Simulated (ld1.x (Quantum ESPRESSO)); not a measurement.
Pseudopotential generation for Pm: PAW, LDA (PZ), fully relativistic.

| Item | Value |
| --- | --- |
| Element | Pm (Z = 61) |
| Generator | ld1.x (Quantum ESPRESSO) 7.5 |
| Type | PAW |
| Functional | LDA (PZ) |
| Relativity | fully relativistic |
| Frozen core | [Kr] 4d10 |
| Valence charge | 15 |
| Reference configuration | 4f4 5s2 5p6 5d1 6s2 6p0 |
| Partial waves | 5s (bound): rcut 1.80, rcutus 2.30 bohr; 6s (bound): rcut 1.80, rcutus 2.30 bohr; 5p (bound): rcut 2.15, rcutus 2.50 bohr; 6p (bound, empty): rcut 2.15, rcutus 2.50 bohr; 5d (bound): rcut 2.25, rcutus 3.10 bohr; 5d channel at 0.15 Ry: rcut 2.25, rcutus 3.10 bohr; 4f (bound): rcut 1.05, rcutus 1.35 bohr; 4f channel at 0.35 Ry: rcut 1.05, rcutus 1.35 bohr |
| Local potential | all-electron potential smoothed inside 1.45 bohr (lloc = -1) |
| Core correction | Bessel-smoothed model core inside 1.10 bohr |
| Augmentation charge | BG, radius 0.80 bohr |

Open shells are filled in proportion to 2j + 1 (rel_dist='average').

What the tests gave:

```
Configuration tests : test run stopped at test 1 of 7 (negative rho)
```

The ghost test of this file was not conclusive.

Generation and tests took about 3 s on one core of a shared server CPU.
